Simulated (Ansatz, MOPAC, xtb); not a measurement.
Diatomic ScO, multiplicity 2 (the spin of the measured ground state). No spin–orbit coupling. Sc is treated without relativity.

Seven points along R, fitted to fifth degree in 1/R; most abundant isotopes. Runs in def2 and cc sets follow the lowest solution found near the PBE0 minimum.

Programs: Ansatz (Gaussian orbitals); MOPAC for PM6, PM7 (differences of heats of formation); xtb for the GFN methods. Values without a source in brackets are computed. The GFN methods have no spin term and hold the electronic entropy of 300 K.

| level | r_e (Å) | ω_e (cm⁻¹) | B_e (cm⁻¹) | ω_e x_e (cm⁻¹) | D_e (eV) | dipole (D) |
|---|---|---|---|---|---|---|
| PM6 | 1.659 | 1062 | 0.519 | 2.7 | - | - |
| PM7 | 1.662 | 1024 | 0.517 | 2.3 | - | - |
| GFN1-xTB | 1.716 | 721 | 0.485 | 5.2 | - | - |
| SVWN5/def2-TZVPP | 1.646 | 1014 | 0.528 | 3.9 | - | 3.62 |
| PBE/def2-TZVPP | 1.665 | 980 | 0.516 | 3.9 | - | 3.53 |
| r2SCAN/def2-TZVPP | 1.658 | 1006 | 0.520 | 3.7 | - | 3.57 |
| B97M-V/def2-TZVPP | 1.656 | 1004 | 0.521 | 3.7 | - | 3.89 |
| B3LYP/def2-TZVPP | 1.660 | 1005 | 0.519 | 3.6 | 6.98 | 3.97 |
| PBE0/def2-TZVPP | 1.646 | 1029 | 0.527 | 3.6 | 6.97 | 3.68 |
| BHLYP/def2-TZVPP | 1.645 | 1048 | 0.528 | 3.3 | 5.79 | 4.20 |
| CAM-B3LYP/def2-TZVPP | 1.649 | 1033 | 0.525 | 3.4 | 6.89 | 4.00 |
| wB97X-V/def2-TZVPP | 1.646 | 1041 | 0.527 | 3.3 | 6.95 | 3.69 |
| wB97M-V/def2-TZVPP | 1.649 | 1033 | 0.526 | 3.4 | 6.69 | 3.79 |
| B2PLYP/def2-TZVPP | 1.677 | 966 | 0.508 | 4.1 | - | - |
| CCSD/def2-TZVPP | 1.666 | 1022 | 0.515 | 3.2 | 6.20 | - |
| CCSD/def2-QZVPP | 1.653 | 999 | 0.523 | 2.0 | 6.33 | - |
| CCSD(T)/def2-TZVPP | 1.683 | 976 | 0.504 | 3.6 | 6.74 | - |
| CCSD(T)/def2-QZVPP | 1.672 | 949 | 0.511 | 2.0 | 6.91 | - |
| CCSD(T)/CBS(def2-TZVPP, def2-QZVPP) | 1.665 | 933 | 0.515 | 0.97 | - | - |

D_e counts from each atom's lowest state at the same level, without counterpoise or zero-point energy.

Correlated levels freeze the inner cores; with def2 sets outer-core shells near the valence are correlated too. CBS: X⁻³ extrapolation of the correlation energy, Hartree–Fock from the larger set. The state that PM6, PM7 reach isn't checked; PM7 holds dispersion and hydrogen-bond terms.

Measured for the ground state: ω_e x_e 4.2 cm-1, α_e 0.0033 cm-1 [Huber and Herzberg (1979), NIST Chemistry WebBook]. D_0 6.92 ± 0.01 eV (a handbook's tabulated 298 K bond energy less 3RT/2; such tables hold older values) [Luo, bond dissociation energies, CRC Handbook]. dipole 4.55 D [compilation of Liu, Meijer and Pérez-Ríos].

Ansatz is a quantum-chemistry and plane-wave program.
